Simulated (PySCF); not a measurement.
# Field gradients at the hydrogen positions

Species: C₂H₈FPSi₂.
Geometry (GFN2-xTB, Å), atoms numbered from 1 in this order:
```
atom  x, y, z in Å
C1    -2.9723    0.3521   -1.0292
C2    -2.0917    0.7321   -0.1169
Si3   -0.2393    0.8973   -0.4076
P4     0.7369    0.1454    1.4628
Si5    2.8351   -0.0547    0.7590
F6     3.6654   -0.7660    1.9386
H7    -2.6739    0.1092   -2.0359
H8    -4.0277    0.2663   -0.8197
H9    -2.4476    0.9617    0.8815
H10    0.1567    2.3050   -0.5315
H11    0.1514    0.1850   -1.6322
H12    0.3991   -1.1834    1.2842
H13    3.0642   -0.9284   -0.3849
H14    3.4433    1.2580    0.6098
```

Level: PBE0/pcSseg-1 (PySCF, non-relativistic); Q(2H) = 0.00286 b; rigid geometry, the same for H and D, with no vibrational averaging.

**Question.** Rank these positions by the coupling χzz of a deuteron there, largest first.
A. H12 (P–H hydrogen)
B. H11 (Si–H hydrogen)
C. H7 (vinylic hydrogen)
D. H14 (Si–H hydrogen)
E. H9 (vinylic hydrogen)

**Answer.** C (223 kHz), E (217 kHz), A (145 kHz), D (111 kHz), B (106 kHz).

**Question.** Tabulate Vzz, the asymmetry η and χzz = 234.96 MHz × Q × Vzz for every hydrogen position.

**Answer.** 
```tsv
atom	bonded to	bond length (Å)	Vzz (au)	η	χzz (kHz)
H7	C1	1.078	0.3324	0.04	223
H8	C1	1.079	0.3305	0.03	222
H9	C2	1.084	0.3227	0.04	217
H10	Si3	1.468	0.1593	0.01	107
H11	Si3	1.470	0.1573	0.03	106
H12	P4	1.383	0.2163	0.07	145
H13	Si5	1.458	0.1627	0.02	109
H14	Si5	1.454	0.1648	0.02	111
```

**Question.** Average by the element that carries the hydrogen.

**Answer.** on C: 221 kHz over 3 positions, mean bond length 1.081 Å; on Si: 108 kHz over 4 positions, mean bond length 1.462 Å; on P: 145 kHz over 1 position, mean bond length 1.383 Å.

One conformer (not necessarily the lowest) at the GFN2-xTB geometry, without solvent, vibrations or thermal averaging. GFN2-xTB bond lengths can be off by several hundredths of an ångström, more for odd bonds, and the gradients follow them. A larger basis could move these couplings by a tenth or more.
